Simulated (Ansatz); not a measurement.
`[SH][AlH][Br]` + H₂S → `[SH][AlH][SH]` + HBr at 500 K and 1 bar (ligand exchange at the Al–Br bond).

Calculated with Ansatz (gas phase, PBE0-D4/def2-TZVP geometries, no zero-point term in ΔE). CCSD(T)/CBS adds triple-zeta CCSD(T) − MP2 to the extrapolated MP2 energy (def2 sets, frozen cores). This one scheme is used for every species. For Br outer-core shells are correlated without core-valence functions, which leaves a few kJ/mol of doubt a bond. Scalar relativity is left out up to krypton. One conformer a species, not always the lowest.

```tsv
species	CCSD(T)/CBS energy (Eh)	H − E (kJ/mol)	S (J/(mol·K))
`[SH][AlH][Br]`	-3214.41891	78.2	356.7
H₂S	-398.97279	57.0	224.0
`[SH][AlH][SH]`	-1039.45300	104.1	357.6
HBr	-2573.91920	30.5	213.7
```

H − E and S are ideal-gas, rigid-rotor, harmonic terms from PBE0-D4/def2-TZVP, for one conformer and one mirror image of each species. 1 Eh = 2625.50 kJ/mol, R = 8.31446 J/(mol·K).

Problem. By hand: ΔE, ΔH, ΔS and ΔG.

Solution. ΔE = (-1039.45300) + (-2573.91920) − (-3214.41891) − (-398.97279) = 0.01950 Eh = 51.2 kJ/mol. Δ(H − E) = 104.1 + 30.5 − 78.2 − 57.0 = -0.6, so ΔH = 50.6 kJ/mol. ΔS = 357.6 + 213.7 − 356.7 − 224.0 = -9.4 J/(mol·K). ΔG = 50.6 − 500 × (-9.4)/1000 = 55.3 kJ/mol.

Problem. By hand: the equilibrium constant, and the temperature at which ΔG would vanish if ΔH and ΔS stayed fixed.

Solution. log₁₀ K = −ΔG/(RT ln 10) = -5.8. ΔH and −TΔS have one sign here, so there is no such temperature.

The number of gas molecules stays the same, so ΔS is small and ΔH decides. A doubt of 5 kJ/mol in ΔE shifts log₁₀ K by 0.5 here. Other conformers and mirror images would add mixing entropy, several J/(mol·K) or more a flexible species. These are equilibria of isolated gas molecules and say nothing of rates. Largest T1 diagnostic: 0.011 (customary marks: 0.02 for closed shells, 0.045 for open ones).

ΔS is within the doubt of such terms, so its sign, and with it that verdict, could turn.
